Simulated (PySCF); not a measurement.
## Correlation energy of Pt²⁺ (platinum, charge +2)

[Xe] 4f14 5d7 6p1, one real determinant (an excited configuration). Calculation: PySCF 2.14, in aug-cc-pVDZ-PP with ECP60MDF; a scalar-relativistic core potential. Frozen: 5s2 5p6; 8 electrons correlated.

MP2 pair energies summed by pair of shells (mhartree):

```
 pair   energy  share (%)
5d-5d  -107.49       81.7
5d-6p   -24.01       18.3
```

Total MP2 correlation energy: -131.51 mhartree.

Same-spin part -60.26 and opposite-spin part -71.25 mhartree; SCS-MP2 scales them by 1/3 and 6/5 to -105.58 mhartree.

The reference is one real determinant that mixes LS terms of this configuration.
